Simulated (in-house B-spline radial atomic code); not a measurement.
Radial electron density of Te8+, [Kr] 4d8. Level of theory: scalar-relativistic (X2C) B3LYP, spin-polarised, spherical fractional occupations, Fermi nucleus of rms radius 4.7423 fm; calculated with an all-electron radial atomic-structure program (B-spline basis).

Caution: exact exchange at fractional occupations of open shells leaves self-interaction of up to several eV.

One-electron X2C: radii and densities carry no picture-change correction, so inner-shell <1/r> comes out high (for 1s by about 2 % at Z = 33, 5 % at 54, 10 % at 75, 30 % at 118) and <r> low.

Columns: r (bohr), 4πr²n(r) (electrons per bohr), bar.

```
0.000828    1.971 #
   0.001    2.659 #
 0.00122    3.633 ##
 0.00147    4.849 ##
 0.00178     6.49 ###
 0.00216    8.661 ####
 0.00262    11.46 ######
 0.00317    14.98 ########
 0.00384     19.4 ##########
 0.00466    24.83 #############
 0.00564    31.16 ################
 0.00684    38.42 ####################
 0.00828    46.13 #######################
    0.01    53.73 ###########################
  0.0122    60.84 ###############################
  0.0147     65.7 #################################
  0.0178       68 ###################################
  0.0216    67.14 ##################################
  0.0262    63.73 ################################
  0.0317    59.77 ##############################
  0.0384    58.11 ##############################
  0.0465    61.39 ###############################
  0.0564    70.04 ####################################
  0.0683    80.52 #########################################
  0.0828    86.66 ############################################
     0.1    83.59 ##########################################
   0.121    72.75 #####################################
   0.147    62.44 ################################
   0.178    61.71 ###############################
   0.216    68.97 ###################################
   0.262    71.78 ####################################
   0.317    60.47 ###############################
   0.384    40.07 ####################
   0.465    25.19 #############
   0.564    22.66 ############
   0.683    25.32 #############
   0.827    23.44 ############
       1    16.05 ########
    1.21     8.02 ####
    1.47    2.829 #
    1.78   0.7124 
    2.16   0.1172 
    2.62  0.01159 
    3.17 0.0006118
```

On this grid the curve has 4 maxima, near 0.0178, 0.0828, 0.262, 0.683 bohr.

The 4p down radial function P(r) = rR(r), positive near the nucleus:

```tsv
r (bohr)	P
0.001	0.00147
0.00147	0.002761
0.00216	0.00525
0.00317	0.01004
0.00466	0.01927
0.00684	0.03662
0.01	0.06798
0.0147	0.1233
0.0216	0.2118
0.0317	0.3329
0.0465	0.4532
0.0683	0.4748
0.1	0.2512
0.147	-0.2599
0.216	-0.7063
0.317	-0.4488
0.465	0.5562
0.683	1.28
1	0.9828
1.47	0.3325
2.16	0.04253
3.17	0.001395
```
